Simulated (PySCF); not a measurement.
**Excitation energy of Xe by level of theory**

Xe [Xe] (1S) → Xe [Kr] 4d10 5s1 5p6 6p1 (3P), as a difference of total energies. Calculation: PySCF 2.14, in aug-cc-pwCVTZ-PP with ECP28MDF (8s7p6d4f1g, 96 functions); scalar relativity through the core potential. Correlated levels: valence: 4s2 4p6 4d10 frozen; valence and next inner shell: nothing frozen outside the core potential. The calculations carry no spin-orbit coupling.

```tsv
method	excitation energy (cm⁻¹)
UHF	199450
LDA	181890
PBE	179210
PBE0	186070
r2SCAN	184980
wB97X-V	191970
PBEsol	180100
revPBE	178630
B97-3	186870
MP2 (valence)	196490
SCS-MP2 (valence)	196140
MP2 (valence and next inner shell)	192310
SCS-MP2 (valence and next inner shell)	192480
```

The upper state lies above the first ionisation limit, where it may autoionise and the basis confines it. A Rydberg-like electron needs more diffuse functions than a valence basis has.

The promoted electron is Rydberg-like, and one or two diffuse shells describe it only roughly, which tends to raise the upper state.
